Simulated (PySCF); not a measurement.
Radial density of Zn (zinc, neutral)

UHF, [Ar] 3d10 4s2, closed-shell 1S. Calculation: PySCF 2.14, in aug-cc-pVDZ-PP with ECP10MDF (5s5p4d2f, 54 functions); scalar relativity through the core potential. This is the valence pseudo-density: the core potential removes the inner electrons and smooths the orbitals near the nucleus.

```csv
r (bohr),4πr²ρ (e/bohr)
0.00638,1.260e-05
0.0107,3.550e-05
0.0181,0.0001058
0.0304,0.0004750
0.0511,0.005039
0.0859,0.07061
0.145,0.7086
0.243,4.494
0.409,17.79
0.688,22.86
1.16,7.487
1.95,1.656
3.27,0.5756
5.51,0.07264
9.26,0.0005839
```

Energies and moments cover only the electrons outside the core potential.
